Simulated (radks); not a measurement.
Ar4+, 14 electrons, occupied as [He] 2s2 2p5 3s2 3p2 4p1 (not the ground configuration).

Method: Dirac Kohn-Sham, PBEsol, spin-unpolarised, spherical densities, point nucleus; open shells fill j = l - 1/2 first; computed with a radial shooting solver on a logarithmic mesh with Libxc functionals.

Energy parts (eV):
part                      energy
total                 -13948.115
kinetic                14039.213
electron-nucleus      -32083.896
Hartree                 4818.395
exchange-correlation    -721.827

Orbitals (lengths in bohr, moments of r in powers of bohr; r(max) is where P^2 peaks):
orbital,occ.,eigenvalue (eV),<r^2>,<r>,r(max),<r^4>,small-component weight
1s1/2,2,-3242.006,0.009890,0.08575,0.05611,0.0002520,4.11e-03
2s1/2,2,-401.4158,0.1940,0.4049,0.3344,0.06645,6.94e-04
2p1/2,2,-339.2760,0.1625,0.3626,0.2739,0.05460,6.74e-04
2p3/2,3,-336.8885,0.1643,0.3648,0.2757,0.05574,6.69e-04
3s1/2,2,-93.9545,1.589,1.180,1.058,3.863,1.64e-04
3p1/2,2,-77.5132,1.743,1.228,1.083,4.851,1.47e-04
3p3/2,0,-77.1766,1.755,1.232,1.088,4.919,1.46e-04
3d3/2,0,-52.8929,1.984,1.294,1.050,7.170,1.08e-04
3d5/2,0,-52.8565,1.987,1.295,1.051,7.190,1.08e-04
4s1/2,0,-35.5249,8.039,2.679,2.559,90.58,5.20e-05
4p1/2,1,-30.5916,9.326,2.880,2.754,123.0,4.67e-05
4p3/2,0,-30.5120,9.371,2.887,2.761,124.2,4.65e-05
4f5/2,0,-18.7525,12.30,3.305,2.939,231.0,2.58e-05
4f7/2,0,-18.7513,12.30,3.305,2.939,231.0,2.58e-05
5p1/2,0,-15.9253,30.08,5.181,5.263,1228,2.37e-05
5p3/2,0,-15.8924,30.20,5.191,5.274,1237,2.36e-05

The highest occupied level is 4p1/2 at -30.592 eV. The configuration is held as typed, so some empty levels lie below it. The density falls to 0.001 e/bohr^3 at r = 3.95 bohr.
